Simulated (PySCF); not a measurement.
RbSr and its ions

r²SCAN; basis Rb def2-SVP with ECP28, Sr def2-SVP with ECP28; scalar-relativistic core potentials; PySCF 2.14. Neutral (UKS): doublet (σ ↑), Re = 4.718 Å, ωe = 43.1 cm⁻¹, De = 0.21 eV, HOMO -2.51 eV, LUMO -1.59 eV.

RbSr⁺ (UKS): singlet (closed shell), Re = 4.534 Å, ωe = 54.1 cm⁻¹, De = 0.47 eV to Rb⁺ + Sr. The energies at the minima are -54.78210 hartree for RbSr and -54.64147 for RbSr⁺.

(1) Work out the adiabatic ionisation energy, without and with harmonic zero-point energies (1 hartree = 27.2114 eV, 1 eV = 8065.5 cm⁻¹), and the change of the bond length.

Closed-shell solutions of metal pairs were not tested for spin polarisation, which can lower them a little. Weak bonds: RbSr, RbSr⁺. Basis-set superposition, not corrected here, can be much of De in a small basis, most of all at correlated wavefunction levels. For an ion De counts to the pair picked by the measured ionisation energies or electron affinities, which need not be the lowest pair at this level. States were picked by a PBE0 search and need not be the measured ground states.

Results:

(1) At r²SCAN: 0.14063 hartree = 3.827 eV between the minima; the zero-point term (54.1 − 43.1)/2 cm⁻¹ = +0.001 eV makes it 3.827 eV. Re changes by -18.4 pm against the neutral. The electron leaves a σ orbital, and the shorter bond of the ion fits an antibonding orbital, or a change in how ionic the bond is.
